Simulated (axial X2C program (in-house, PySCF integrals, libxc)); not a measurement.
# ZrB⁻: from the spin-free to the two-component result

Calculated with an axial X2C code built on PySCF integrals. Spin-free means the one-electron spin-free X2C Hamiltonian; two-component (2c) means X2C with spin–orbit coupling and atomic mean-field two-electron Coulomb and Gaunt terms, so the difference of the two also holds small scalar two-electron terms. Basis: Zr dyall-acv3z [12s13p10d6f3g], B dyall-av3z [8s7p3d2f] (cores contracted in-house); Gaussian nuclei, density fitting, unrestricted open shells. Masses: Zr 89.905 u, B 11.009 u.

Spin-free state: M_S = 2, Λ = 2 (beyond evenly filled blocks: σα, π+α, π-α, δ+α); fragments Zr- + B for HF, PW91; Zr + B- for CCSD, CCSD(T).

```csv
level,Re (Å),ωe (cm⁻¹),De (eV),μ (D)
HF,2.243,577.3,2.579,-0.87
CCSD,2.230,574.5,n/a,n/a
CCSD(T),2.235,568.4,n/a,n/a
PW91,2.223,548.2,3.814,-1.03
```

Correlated methods: 8 electrons correlated (number of frozen shells: Zr 4 s, 3 p, 1 d; B 1 s), 336 virtual spin orbitals or spinors in MP2, 90 natural virtuals in coupled cluster.

Dipoles are positive if B is the positive end and refer to the centre of mass.

Two-component determinant lowest at the distance of the search:

Ω = 4 (⟨Sz⟩ = 2.00, ⟨Lz⟩ = 2.00 at HF); fragments Zr- + B for HF, PW91; Zr + B- for CCSD, CCSD(T).

```json
{"level": "HF", "Re (Å)": "2.241", "ωe (cm⁻¹)": "578.0", "De (eV)": "2.507", "μ (D)": "-0.85"}
{"level": "CCSD", "Re (Å)": "2.229", "ωe (cm⁻¹)": "575.0", "De (eV)": "n/a", "μ (D)": "n/a"}
{"level": "CCSD(T)", "Re (Å)": "2.234", "ωe (cm⁻¹)": "569.2", "De (eV)": "n/a", "μ (D)": "n/a"}
{"level": "PW91", "Re (Å)": "2.222", "ωe (cm⁻¹)": "548.4", "De (eV)": "3.761", "μ (D)": "-1.03"}
```

Problem. From the two tables, how do the constants change at the CCSD(T) level (2c against spin-free)?

Solution. At the CCSD(T) level Re goes down by 0.001 Å and ωe goes up by 0.8 cm⁻¹.

The state is one determinant whose occupation by symmetry is held fixed; it was picked as the lowest of a PBE0 search that is not exhaustive. De is counted from the lowest determinant-based energies of the atoms at the same level, without counterpoise correction. De is not given where an atomic determinant may have missed its ground term or J level, or where the truncated virtual space spoils (T). Density functionals use the spin component along the axis (collinear). CCSD and (T) use frozen natural virtuals with an MP2 correction for the truncation; (T) itself is uncorrected, so its De runs slightly low. A 2c atom that is not at its ground J level misses part of its spin–orbit lowering, and De is too large by that part (0.04 eV or less for light atoms). This holds for PW91. Other states lie close and PBE0, whose exact exchange favours high spin, may order them wrongly; the determinant shown need not be the ground state. The nearest other spin-free determinant of the search, M_S = 1, Λ = 1, lies 0.31 eV up at the distance of the search. Without a current term, density functionals place determinants with orbital angular momentum somewhat too high. With several unpaired electrons one determinant need not be a pure state. The outer-core s and p shells of the metal are frozen in the correlated rows, which leaves out core–valence correlation; for alkali and alkaline-earth bonds that tends to lengthen them. Open-shell Ω = 0 determinants with evenly filled partner blocks cannot be reached by this program, so the Ω shown need not be the lowest component. At some level and bond length an empty orbital lies below a filled one. The highest occupied level of some functionals is positive through self-interaction error; at Hartree–Fock it is bound. The determinant is spin-polarised beyond a pure state at some levels (its spin-free form has ⟨S²⟩ too high), which makes Re and μ there less reliable. The T1 diagnostic is large, a sign of multireference character. The stretched end of a curve changes character and is left out. With the outer-core shells frozen, correlated bond lengths of heavy atoms tend to come out a few hundredths of an ångström too long. Hartree–Fock gets electron affinities wrong, so its lowest charge split need not be the true one.
